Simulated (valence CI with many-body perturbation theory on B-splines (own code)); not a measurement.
The numbers below are computed, except where a source is named.
# Rh24+: what the settings do

Method: configuration interaction combined with many-body perturbation theory (CI+MBPT): three valence electrons over a frozen Dirac-Fock core [Ar], a basis of 6 s, 6 p, 5 d, 5 f, 1 g functions for each j, with the one-electron correlation potential Σ1, the two-electron term Σ2, the three-electron term Σ3, Breit, model QED; selected CI, second order for the rest, scaled by the run's own slope (own B-spline code, finite nucleus).

No measured spectrum was set against this ion. As an estimate, terms of the open shell hold to 2 to 4 % of their energy, and close levels can change places. Only levels of the ground parity were solved; by the run's estimate the other parity begins above the list, which can be wrong where configurations are misplaced.

The reference run has the lowest level 3d³ ⁴F_3/2 and an ionisation energy of 1201.75 eV. Its largest variational space holds 2221 state functions.

Names give the largest LS component (configuration and term), which can be under half, so a name can repeat, a term be missing and a line seem to break the LS rules; names also repeat where a configuration has a term twice. Letters in brackets count levels of one name in rising energy.

Changed runs:
A. size limit of the variational space 10000 → 3000; second order for the rest on → off
B. cutoff of virtual states (hartree) 4050 → 4800
C. scale of Σ2 1 → 1.2
D. correlating orbitals by l 3 3 3 3 1 → 2 2 1 1 0; natural orbitals for correlation on → off (bad on purpose)

Excitation energies of the reference run in cm⁻¹, and shifts in cm⁻¹:

| Level | Reference | A | B | C | D |
| --- | --- | --- | --- | --- | --- |
| 3d³ ⁴F_5/2 | 27075 | +0.1 | -0.4 | +151 | -273 |
| 3d³ ⁴F_7/2 | 49038 | +0.1 | -0.5 | +165 | -218 |
| 3d³ ⁴F_9/2 | 64124 | 0 | -0.5 | +119 | +67 |
| 3d³ ⁴P_3/2 | 70381 | +0.1 | -0.2 | -736 | +1000 |
| 3d³ ⁴P_1/2 | 80684 | 0 | -0.3 | -816 | +803 |
| 3d³ ²G_7/2 | 104878 | +0.1 | -0.6 | -47 | +775 |
| 3d³ ²H_9/2 | 109442 | 0 | -0.7 | +71 | +601 |
| 3d³ ⁴P_5/2 | 114542 | +0.2 | -0.6 | -681 | +740 |
| 3d³ ²D_3/2 [a] | 128928 | +0.2 | -0.7 | -556 | +1174 |
| 3d³ ²P_1/2 | 137603 | 0 | -0.8 | -766 | +1369 |
| 3d³ ²H_11/2 | 147993 | 0 | -0.8 | +43 | +1006 |
| 3d³ ²D_5/2 [a] | 158547 | +0.4 | -0.8 | -670 | +1488 |
| Ionisation energy (eV) | 1201.75 | 0 | +0.0002 | +1.00 | -0.14 |
